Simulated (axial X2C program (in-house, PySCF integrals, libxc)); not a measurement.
## How long does OsP take?

A bond scan computed with an in-house relativistic program for diatomic molecules. Basis: Os dyall-cv3z [13s14p9d6f4g], P dyall-v3z [8s7p2d1f] (cores contracted in-house).

Input file and command:
```json
{
 "zs": [
  76,
  15
 ],
 "q": 0,
 "bas": [
  "dyall-cv3z",
  "dyall-v3z"
 ],
 "levels": [
  "PBE0",
  "HF",
  "PW91"
 ],
 "cc": true,
 "r0": 2.18,
 "thr": -2.0,
 "nmax": 90,
 "npts": 10,
 "nst": 2,
 "ntry": 6
}
```
```bash
python so2c.py task.json out
```

Keys: zs atomic numbers; q charge; bas basis sets; levels methods; cc coupled cluster on or off; r0 starting distance in Å; thr threshold in hartree for freezing inner shells (an s shell follows its p shell); nmax most natural virtual spinors; npts points on the curve; nst determinants followed; ntry starts of the search. HF also brings MP2.

Hardware: 1 thread of Arm Neoverse V1, with other jobs on the host.

Wall time of one point of each curve, integrals apart:

```tsv
Hamiltonian	level	points	seconds a point
spin-free	PBE0	10	0.9
spin-free	HF	10	0.75
spin-free	CCSD(T) (13 electrons, 90 virtuals)	7	8
spin-free	PW91	10	0.47
2c	PBE0	10	1.5
2c	HF	10	2.7
2c	PW91	10	0.56
```

The rest:

Search with its distance optimisation 100 s, atoms 27 s, whole task 280 s. Coupled cluster runs on the points near the minimum only. The program drops outer points, and coupled cluster, when its time limit (not in the input) nears; MP2, further determinants and curves that did not converge are not in the table.
